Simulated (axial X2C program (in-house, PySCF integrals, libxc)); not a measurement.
# Which functional? An output for SnP

An SCF output computed with an in-house relativistic program for diatomic molecules for SnP at 2.354 Å, two-component, state Ω = 3/2, Sn dyall-cv3z [11s12p9d4f1g], P dyall-v3z [8s7p2d1f] (cores contracted in-house), without its first line:

```
basis functions 175  fitting functions 942  grid points 5079
iter        total energy     max residual
   1      -6516.088013464     1.88e-01
   2      -6516.090792361     5.80e-03
   3      -6516.091061718     1.95e-02
   4      -6516.091091338     2.11e-03
   5      -6516.091123107     3.49e-03
   6      -6516.091124989     5.34e-04
   7      -6516.091125441     5.12e-04
   8      -6516.091125615     1.48e-04
   9      -6516.091125692     1.77e-04
  10      -6516.091125700     2.73e-05
  11      -6516.091125700     1.49e-06
converged
one-electron -9293.67675579  Coulomb 2802.45037821  exact exchange 0.00000000  xc functional -189.89723848  nuclear repulsion 168.59936627  atomic mean-field constant -3.56687591
```

Question: Which level of theory produced it?
A. HF
B. r2SCAN
C. PBE0

Answer: B. The exact-exchange term against the functional term shows a share of 0 of exact exchange.
